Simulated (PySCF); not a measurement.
Mg(Me)2 (C2H6Mg), SMILES [Mg]([CH3])[CH3]. Atoms are numbered in the order given.

```xyz
9

Mg     0.0000     0.0000     0.0000
C      0.0000     0.0000    -2.0932
H      0.8599     0.5413    -2.4993
H     -0.8987     0.4740    -2.4993
H      0.0389    -1.0153    -2.4993
C      0.0000     0.0000     2.0932
H      0.8599    -0.5413     2.4993
H     -0.8987    -0.4740     2.4993
H      0.0389     1.0153     2.4993
```

Geometry: B3LYP-D3(BJ)/def2-TZVP. The isomer is the one that the SMILES or the coordinates give; other isomers of the formula were not compared.

Computed with PBE0/pcJ-1 (PySCF).

Isotropic couplings with Fermi-contact, spin-dipole and both spin-orbit terms, one fixed conformer, no vibrational averaging. Isotopes: 13C, 1H.

Computed spin–spin coupling constants:
| pair | bonds apart | J (Hz) |
|---|---|---|
| C2–H3 | 1 | 118.1 |
| C2–H4 | 1 | 118.1 |
| C2–H5 | 1 | 118.1 |
| C6–H7 | 1 | 118.1 |
| C6–H8 | 1 | 118.1 |
| C6–H9 | 1 | 118.1 |
| C2–C6 | 2 | 17.6 |
| H3–H4 | 2 | -14.3 |
| H3–H5 | 2 | -14.3 |
| H4–H5 | 2 | -14.3 |
| H7–H8 | 2 | -14.3 |
| H7–H9 | 2 | -14.3 |
| H8–H9 | 2 | -14.3 |
| C2–H7 | 3 | -0.7 |
| C2–H8 | 3 | -0.7 |
| C2–H9 | 3 | -0.7 |
| H3–C6 | 3 | -0.7 |
| H4–C6 | 3 | -0.7 |
| H5–C6 | 3 | -0.7 |
| H3–H8 | 4 | -0.5 |
| H4–H7 | 4 | -0.5 |
| H5–H9 | 4 | -0.5 |
